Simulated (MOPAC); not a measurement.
MOPAC input (MNDO):

```
MNDO 1SCF UHF MS=0.5 GEO-OK AUX(PRECISION=9) THREADS=1
C4H9O

C    -0.05325798 1    1.56288294 1    0.21977705 1
C    -0.40980896 1    0.08480291 1    0.25930687 1
C    -1.71775829 1   -0.22871434 1   -0.44000999 1
O     0.60725214 1   -0.69073573 1   -0.39973606 1
C     1.75379242 1   -0.88129556 1    0.29015315 1
H     0.91243860 1    1.74031365 1    0.69347775 1
H    -0.80975672 1    2.14958304 1    0.74400018 1
H     0.00078800 1    1.90948661 1   -0.81389437 1
H    -0.45906921 1   -0.25306841 1    1.30230955 1
H    -1.66413917 1    0.06569161 1   -1.48955737 1
H    -1.93516915 1   -1.29573738 1   -0.39153000 1
H    -2.53777583 1    0.31620600 1    0.02988877 1
H     2.48038015 1   -1.48993304 1   -0.22602373 1
H     1.71648291 1   -0.84271200 1    1.37385529 1
```

Output:

```
 *******************************************************************************
 **                                                                           **
 **                              MOPAC v23.2.5                                **
 **                                                                           **
 *******************************************************************************
 ** MOPAC's Digital Object Identifier: https://doi.org/10.5281/zenodo.6511958 **
 **                                                                           **
 ** Please cite the open-source release paper for use of this MOPAC version:  **
 ** J. E. Moussa and J. J. P. Stewart (2026)                                  **
 ** MOPAC: An open-source semiempirical molecular orbital program             **
 ** J. Open Source Softw., 11(119), 8025, https://doi.org/10.21105/joss.08025 **
 *******************************************************************************

                              MNDO CALCULATION RESULTS

 *******************************************************************************
 *  MNDO       - The MNDO Hamiltonian to be used
 *  GEO-OK     - OVERRIDE INTERATOMIC DISTANCE AND OTHER SAFETY CHECKS
 *  UHF        - UNRESTRICTED HARTREE-FOCK CALCULATION
 *  MS=        - IN MECI, MAGNETIC COMPONENT OF SPIN =  0.5
 *  1SCF       - DO 1 SCF AND THEN STOP
 *  AUX        - OUTPUT AUXILIARY INFORMATION
 *******************************************************************************
MNDO 1SCF UHF MS=0.5 GEO-OK AUX(PRECISION=9) THREADS=1
 C4H9O

   ATOM   CHEMICAL          X               Y               Z
  NUMBER   SYMBOL      (ANGSTROMS)     (ANGSTROMS)     (ANGSTROMS)

     1       C         -0.05325798  *   1.56288294  *   0.21977705  *
     2       C         -0.40980896  *   0.08480291  *   0.25930687  *
     3       C         -1.71775829  *  -0.22871434  *  -0.44000999  *
     4       O          0.60725214  *  -0.69073573  *  -0.39973606  *
     5       C          1.75379242  *  -0.88129556  *   0.29015315  *
     6       H          0.91243860  *   1.74031365  *   0.69347775  *
     7       H         -0.80975672  *   2.14958304  *   0.74400018  *
     8       H          0.00078800  *   1.90948661  *  -0.81389437  *
     9       H         -0.45906921  *  -0.25306841  *   1.30230955  *
    10       H         -1.66413917  *   0.06569161  *  -1.48955737  *
    11       H         -1.93516915  *  -1.29573738  *  -0.39153000  *
    12       H         -2.53777583  *   0.31620600  *   0.02988877  *
    13       H          2.48038015  *  -1.48993304  *  -0.22602373  *
    14       H          1.71648291  *  -0.84271200  *   1.37385529  *

          CARTESIAN COORDINATES

    NO.       ATOM           X           Y           Z

     1         C         -0.0533      1.5629      0.2198
     2         C         -0.4098      0.0848      0.2593
     3         C         -1.7178     -0.2287     -0.4400
     4         O          0.6073     -0.6907     -0.3997
     5         C          1.7538     -0.8813      0.2902
     6         H          0.9124      1.7403      0.6935
     7         H         -0.8098      2.1496      0.7440
     8         H          0.0008      1.9095     -0.8139
     9         H         -0.4591     -0.2531      1.3023
    10         H         -1.6641      0.0657     -1.4896
    11         H         -1.9352     -1.2957     -0.3915
    12         H         -2.5378      0.3162      0.0299
    13         H          2.4804     -1.4899     -0.2260
    14         H          1.7165     -0.8427      1.3739

  H: (MNDO): M.J.S. DEWAR, W. THIEL, J. AM. CHEM. SOC., 99, 4899, (1977)
  C: (MNDO): M.J.S. DEWAR, W. THIEL, J. AM. CHEM. SOC., 99, 4899, (1977)
  O: (MNDO): M.J.S. DEWAR, W. THIEL, J. AM. CHEM. SOC., 99, 4899, (1977)

           Empirical Formula: C4 H9 O  =    14 atoms

      MOLECULAR POINT GROUP   :   C1

          UHF CALCULATION, NO. OF ALPHA ELECTRONS =   16
                           NO. OF BETA  ELECTRONS =   15

 -------------------------------------------------------------------------------
 MNDO 1SCF UHF MS=0.5 GEO-OK AUX(PRECISION=9) THREADS=1
 C4H9O

     1SCF WAS SPECIFIED, SO BFGS WAS NOT USED
     SCF FIELD WAS ACHIEVED

                              MNDO CALCULATION
                                                       MOPAC v23.2.5 Linux

          FINAL HEAT OF FORMATION =        -27.64703 KCAL/MOL =    -115.67516 KJ/MOL

          COSMO AREA              =        124.06 SQUARE ANGSTROMS
          COSMO VOLUME            =        111.71 CUBIC ANGSTROMS

          IONIZATION POTENTIAL    =          8.740236 EV
          ALPHA SOMO LUMO (EV)    =         -8.740  3.076
          BETA  SOMO LUMO (EV)    =        -11.794  1.735
          NO. OF ALPHA ELECTRONS  =         16
          NO. OF BETA  ELECTRONS  =         15
          MOLECULAR WEIGHT        =         73.1145         POINT GROUP:  C1

          MOLECULAR DIMENSIONS (Angstroms)

            Atom       Atom       Distance
            H    13    H    12     5.33943
            H    11    H     6     3.99405
            H    14    H    10     2.81169

          SCF CALCULATIONS        =          1

   ATOM   CHEMICAL          X               Y               Z
  NUMBER   SYMBOL      (ANGSTROMS)     (ANGSTROMS)     (ANGSTROMS)

     1       C         -0.05325798  *   1.56288294  *   0.21977705  *
     2       C         -0.40980896  *   0.08480291  *   0.25930687  *
     3       C         -1.71775829  *  -0.22871434  *  -0.44000999  *
     4       O          0.60725214  *  -0.69073573  *  -0.39973606  *
     5       C          1.75379242  *  -0.88129556  *   0.29015315  *
     6       H          0.91243860  *   1.74031365  *   0.69347775  *
     7       H         -0.80975672  *   2.14958304  *   0.74400018  *
     8       H          0.00078800  *   1.90948661  *  -0.81389437  *
     9       H         -0.45906921  *  -0.25306841  *   1.30230955  *
    10       H         -1.66413917  *   0.06569161  *  -1.48955737  *
    11       H         -1.93516915  *  -1.29573738  *  -0.39153000  *
    12       H         -2.53777583  *   0.31620600  *   0.02988877  *
    13       H          2.48038015  *  -1.48993304  *  -0.22602373  *
    14       H          1.71648291  *  -0.84271200  *   1.37385529  *

                             CARTESIAN COORDINATES

   1    C       -0.053257980     1.562882940     0.219777050
   2    C       -0.409808960     0.084802910     0.259306870
   3    C       -1.717758290    -0.228714340    -0.440009990
   4    O        0.607252140    -0.690735730    -0.399736060
   5    C        1.753792420    -0.881295560     0.290153150
   6    H        0.912438600     1.740313650     0.693477750
   7    H       -0.809756720     2.149583040     0.744000180
   8    H        0.000788000     1.909486610    -0.813894370
   9    H       -0.459069210    -0.253068410     1.302309550
  10    H       -1.664139170     0.065691610    -1.489557370
  11    H       -1.935169150    -1.295737380    -0.391530000
  12    H       -2.537775830     0.316206000     0.029888770
  13    H        2.480380150    -1.489933040    -0.226023730
  14    H        1.716482910    -0.842712000     1.373855290

           Empirical Formula: C4 H9 O  =    14 atoms

      MOLECULAR POINT GROUP   :   C1

          ALPHA EIGENVALUES
 -44.08028 -35.89632 -29.89269 -26.73862 -22.48494 -17.79991 -16.51889 -15.95853
 -14.74597 -14.18513 -13.92740 -13.72133 -12.99650 -12.54659 -12.17849  -8.74024
   3.07642   3.42111   3.75887   4.14393   4.34904   4.37573   4.41363   4.52287
   4.80227   5.05610   5.72359   5.80294   6.66682

           BETA EIGENVALUES
 -43.72068 -35.71865 -29.87281 -25.68758 -22.33230 -17.64205 -16.39981 -15.65330
 -14.58672 -14.14697 -13.91500 -13.45641 -12.93729 -12.32205 -11.79365   1.73489
   3.23077   3.43823   3.79117   4.14800   4.38967   4.48174   4.54019   4.81192
   4.94485   5.45303   5.72892   5.81619   7.14111

              NET ATOMIC CHARGES AND DIPOLE CONTRIBUTIONS

  ATOM NO.   TYPE          CHARGE      No. of ELECS.   s-Pop       p-Pop
    1          C           0.012571        3.9874     1.21369     2.77374
    2          C           0.106913        3.8931     1.21719     2.67590
    3          C           0.033804        3.9662     1.20969     2.75650
    4          O          -0.261476        6.2615     1.82041     4.44107
    5          C          -0.041834        4.0418     1.28120     2.76063
    6          H           0.005246        0.9948     0.99475
    7          H           0.001280        0.9987     0.99872
    8          H           0.010299        0.9897     0.98970
    9          H           0.005709        0.9943     0.99429
   10          H           0.009521        0.9905     0.99048
   11          H           0.007745        0.9923     0.99225
   12          H          -0.002297        1.0023     1.00230
   13          H           0.072667        0.9273     0.92733
   14          H           0.039849        0.9602     0.96015
 DIPOLE           X         Y         Z       TOTAL
 POINT-CHG.    -0.528     0.560     0.637     0.999
 HYBRID        -0.022    -0.128     0.530     0.545
 SUM           -0.550     0.432     1.167     1.361

          ATOMIC ORBITAL ELECTRON POPULATIONS

     Atom    s        px        py        pz
    1  C   1.21369   0.92731   0.91119   0.93525
    2  C   1.21719   0.87410   0.90330   0.89849
    3  C   1.20969   0.89754   0.93051   0.92844
    4  O   1.82041   1.24014   1.67368   1.52725
    5  C   1.28120   0.83835   1.05597   0.86631
    6  H   0.99475
    7  H   0.99872
    8  H   0.98970
    9  H   0.99429
   10  H   0.99048
   11  H   0.99225
   12  H   1.00230
   13  H   0.92733
   14  H   0.96015

                    (SZ)    =    0.500000
                    (S**2)  =    0.755449

          ATOMIC ORBITAL SPIN POPULATIONS

    Atom   Total    s     px     py     pz
         Atomic
    1  C  0.0053  0.000  0.001  0.004  0.000
    2  C -0.0029 -0.000 -0.001 -0.002  0.000
    3  C -0.0006 -0.000 -0.000  0.000 -0.000
    4  O  0.0959  0.005  0.016  0.084 -0.009
    5  C  0.9770  0.070  0.147  0.698  0.062
    6  H -0.0003 -0.000
    7  H -0.0003 -0.000
    8  H -0.0003 -0.000
    9  H  0.0011  0.001
   10  H  0.0000  0.000
   11  H -0.0000 -0.000
   12  H -0.0003 -0.000
   13  H -0.0398 -0.040
   14  H -0.0348 -0.035

 **********************
 *                    *
 * JOB ENDED NORMALLY *
 *                    *
 **********************

 == MOPAC DONE ==
```

The geometry given is a B3LYP-D3(BJ)/def2-TZVP minimum.
